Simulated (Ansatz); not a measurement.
`CB[BH][GaH2]` + CH₄ → `C[BH][GaH2]` + `BC` at 400 K and 1 bar (formal exchange of groups at a B–B bond).

Calculated with Ansatz (gas phase, PBE0-D4/def2-TZVP geometries, no zero-point term in ΔE). CCSD(T)/CBS is the MP2 limit (def2-TZVPP, def2-QZVPP) plus CCSD(T) − MP2 in def2-TZVPP, frozen cores. This one scheme is used for every species. For Ga outer-core shells are correlated without core-valence functions, which leaves a few kJ/mol of doubt a bond. Scalar relativity is left out up to krypton. Each species was taken in one conformer, which may not be the lowest.

```json
{"species": "`CB[BH][GaH2]`", "CCSD(T)/CBS energy (Eh)": "-2015.73096", "H − E (kJ/mol)": "227.2", "S (J/(mol·K))": "398.6"}
{"species": "CH₄", "CCSD(T)/CBS energy (Eh)": "-40.46206", "H − E (kJ/mol)": "131.3", "S (J/(mol·K))": "197.2"}
{"species": "`C[BH][GaH2]`", "CCSD(T)/CBS energy (Eh)": "-1990.35208", "H − E (kJ/mol)": "188.3", "S (J/(mol·K))": "348.0"}
{"species": "`BC`", "CCSD(T)/CBS energy (Eh)": "-65.83255", "H − E (kJ/mol)": "164.9", "S (J/(mol·K))": "265.6"}
```

H − E and S are ideal-gas, rigid-rotor, harmonic terms from PBE0-D4/def2-TZVP, for one conformer and one mirror image of each species. 1 Eh = 2625.50 kJ/mol, R = 8.31446 J/(mol·K).

By hand: ΔE, ΔH, ΔS and ΔG.

ΔE = (-1990.35208) + (-65.83255) − (-2015.73096) − (-40.46206) = 0.00839 Eh = 22.0 kJ/mol. Δ(H − E) = 188.3 + 164.9 − 227.2 − 131.3 = -5.3, so ΔH = 16.7 kJ/mol. ΔS = 348.0 + 265.6 − 398.6 − 197.2 = 17.8 J/(mol·K). ΔG = 16.7 − 400 × (17.8)/1000 = 9.6 kJ/mol.

By hand: the equilibrium constant, and the temperature at which ΔG would vanish if ΔH and ΔS stayed fixed.

log₁₀ K = −ΔG/(RT ln 10) = -1.3. ΔG = 0 at ΔH/ΔS = 938 K, though so small a ΔS makes that figure unsure.

TΔS isn't small against ΔH here. A doubt of 5 kJ/mol in ΔE shifts log₁₀ K by 0.7 here. Other conformers and mirror images would add mixing entropy, several J/(mol·K) or more a flexible species. These are equilibria of isolated gas molecules and say nothing of rates. Largest T1 diagnostic: 0.014 (customary marks: 0.02 for closed shells, 0.045 for open ones).
